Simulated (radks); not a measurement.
Results of a calculation; reference values are marked as such.
All-electron atom: Al4+ in [He] 2s2 2p5. Level of theory: scalar-relativistic Kohn-Sham, r2SCAN, spin-polarised, spherical densities, finite nucleus; open shells are filled with parallel spins first; meta-GGA in the generalised Kohn-Sham scheme; Fermi nuclear charge, rms radius 3.061 fm (a radial shooting solver on a logarithmic mesh with Libxc functionals).

Normalised radial functions P(r) = r R(r), r in bohr:

```
   r/bohr * 1s up, o 2p down (the largest magnitude, 2.6, reaches the edge; | marks zero, & curves that meet)
 0.009437 o               *
  0.01047 o                 *
  0.01153 o                  *
  0.01279 o                    *
  0.01408 o                      *
  0.01562 o                        *
   0.0172 o                          *
  0.01908 |o                           *
    0.021 |o                             *
   0.0233 |o                               *
  0.02565 |o                                  *
  0.02846 |o                                    *
  0.03133 |o                                      *
  0.03477 |o                                         *
  0.03827 | o                                          *
  0.04246 | o                                            *
  0.04674 |  o                                             *
  0.05186 |  o                                               *
  0.05709 |  o                                                 *
  0.06335 |   o                                                 *
  0.06973 |    o                                                 *
  0.07737 |     o                                                *
  0.08517 |      o                                               *
   0.0945 |       o                                             *
    0.104 |        o                                           *
   0.1154 |         o                                        *
   0.1271 |          o                                    *
    0.141 |            o                               *
   0.1552 |             o                          *
   0.1722 |               o                    *
   0.1895 |                 o              *
   0.2103 |                   o       *
   0.2315 |                    o  *
   0.2569 |                   *  o
   0.2828 |               *       o
   0.3138 |           *            o
   0.3454 |        *                o
   0.3832 |     *                    o
   0.4218 |   *                      o
   0.4681 |  *                       o
   0.5152 | *                       o
   0.5717 |*                       o
   0.6293 |*                     o
   0.6983 *                    o
   0.7686 *                  o
   0.8529 *                o
   0.9388 *             o
    1.042 *           o
    1.147 *        o
    1.272 *      o
    1.401 *    o
    1.554 *   o
    1.711 * o
    1.898 * o
    2.089 *o
```

1s up: eigenvalue -1601.7 eV, 0 radial nodes, <r> = 0.120 bohr, 90 % of the charge inside 0.215 bohr. 2p down: eigenvalue -137.86 eV, 0 radial nodes, <r> = 0.569 bohr, 90 % of the charge inside 0.949 bohr.
